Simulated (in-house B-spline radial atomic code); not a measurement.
Neutral neodymium: [Kr] (4d3/2)3 (4d5/2)6 (4f5/2)1 (4f7/2)3 5s2 5p6 6s2 (9p3/2)1 (an excited or competing configuration)

Computed with a B-spline radial code for spherical atoms: Dirac-Hartree-Fock, average of the jj configuration, Fermi nucleus of rms radius 4.9123 fm.

Z_r = [3n² - l(l+1)]/(2<r>); Z_e = n√(-2ε); the last column is Slater's effective charge. Values are occupation-weighted means over j. An effective charge above Z reflects the relativistic contraction of the inner shells.

```csv
shell,electrons,ε (eV),<r> (bohr),Z_r,Z_e,Slater
1s,2,-43844,0.02363,63.49,56.77,59.70
2s,2,-7220.8,0.1004,59.78,46.07,55.85
2p,6,-6466.9,0.08855,56.47,43.60,55.85
3s,2,-1629.5,0.2648,50.99,32.83,48.75
3p,6,-1384.5,0.263,47.53,30.26,48.75
3d,10,-1036.4,0.2412,43.53,26.18,38.85
4s,2,-358.14,0.6051,39.66,20.52,32.25
4p,6,-274.07,0.6394,35.97,17.95,32.25
4d,9,-151.25,0.7029,29.88,13.34,21.20
5s,2,-62.604,1.451,25.84,10.73,11.70
5p,6,-38.613,1.666,21.90,8.42,11.70
4f,4,-25.589,0.9299,19.36,5.49,13.95
6s,2,-10.308,3.905,13.83,5.22,3.85
9p,1,-0.51311,39.11,3.08,1.75,1.00
```

The least bound orbital is 9p3/2 at -0.5131 eV, and it is also the most diffuse (<r> = 39.11 bohr). The part-filled 4d shell lies below the filled 6s shell in orbital energy.

For the 1s electron the small component carries 4.95 % of the norm, the zero-frequency Breit interaction raises the level by 122.3 eV, self-energy by 71.99 eV, and vacuum polarisation lowers it by 11.05 eV.
